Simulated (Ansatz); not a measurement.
A nudged elastic band was laid between two geometries of CH4BFO + H2 (10 atoms, charge 0, multiplicity 1).

Level of theory: Ansatz 0.2.0, RKS revPBE-D4/6-31G*.

```json
{
  "movable images": "7",
  "climbing image": "yes",
  "spring": "5.0 eV/Å²",
  "optimiser": "quadratic models (default)",
  "start path": "through a guess of the saddle point",
  "force threshold": "0.05 eV/Å",
  "iteration limit": "60",
  "end points": "relaxed"
}
```

Image 0:

```xyz
10
Properties=species:S:1:pos:R:3
B 0.081 -0.538 0.036
O 0.035 -0.253 1.381
H -0.863 -0.424 1.733
C 1.405 -0.331 -0.793
H 1.669 -1.246 -1.353
H 1.263 0.463 -1.550
H 2.257 -0.048 -0.156
F -1.052 -0.992 -0.565
H -0.162 3.194 1.206
H -0.058 2.457 1.291
```

Image 8:

```xyz
10
Properties=species:S:1:pos:R:3
B 0.044 0.600 -0.200
O 0.131 0.192 1.683
H -0.601 -0.464 1.700
C 1.366 -0.080 -0.755
H 1.382 -1.176 -0.604
H 1.442 0.095 -1.846
H 2.277 0.344 -0.298
F -1.165 -0.039 -0.451
H -0.039 1.812 -0.079
H -0.263 0.997 2.080
```

Task: What changes between the two ends?

Result: Bonds broken: B1–O2, H9–H10. Bonds formed: B1–H9, O2–H10. CH4BFO + H2 becomes CH4BF + H2O.

Task: What energy profile does the band end with?

Result: The run converged. The highest image is number 5 of 0 to 8, 46.7 kcal/mol above the first end and 19.1 kcal/mol above the last; the last end lies 27.6 kcal/mol above the first. Neighbouring images differ by up to 1.3 eV, so the band resolves the path poorly. A vibrational analysis at the climbing image gives one clearly imaginary mode, 1257i cm⁻¹: a first-order saddle point. The orbitals stay closed-shell, which can raise the energy where a bond breaks towards radicals; this wasn't checked here.

| image | path coordinate (Å) | energy (kcal/mol) | B1–O2 (Å) | H9–H10 (Å) | B1–H9 (Å) |
| --- | --- | --- | --- | --- | --- |
| 0 | 0.00 | 0.0 | 1.38 | 0.75 | 3.92 |
| 1 | 0.64 | 0.1 | 1.37 | 0.75 | 3.55 |
| 2 | 1.27 | 0.7 | 1.38 | 0.75 | 3.06 |
| 3 | 1.91 | 3.4 | 1.38 | 0.75 | 2.51 |
| 4 | 2.55 | 17.2 | 1.41 | 0.77 | 1.93 |
| 5 | 3.19 | 46.7 | 1.62 | 1.06 | 1.41 |
| 6 | 3.66 | 33.7 | 1.83 | 1.58 | 1.25 |
| 7 | 4.14 | 28.0 | 1.92 | 2.13 | 1.23 |
| 8 | 4.62 | 27.6 | 1.93 | 2.32 | 1.22 |

Task: What is the geometry of the highest image?

Result: 
```xyz
10
Properties=species:S:1:pos:R:3
B 0.025 0.284 0.038
O 0.102 -0.004 1.633
H -0.806 -0.282 1.889
C 1.387 -0.029 -0.698
H 1.544 -1.124 -0.736
H 1.384 0.344 -1.737
H 2.255 0.413 -0.180
F -1.178 -0.157 -0.455
H -0.088 1.666 0.270
H -0.053 1.169 1.207
```

The run took 4.3 min on 1 thread of Arm Neoverse V1, with other jobs on the host, peak memory 0.13 GiB.
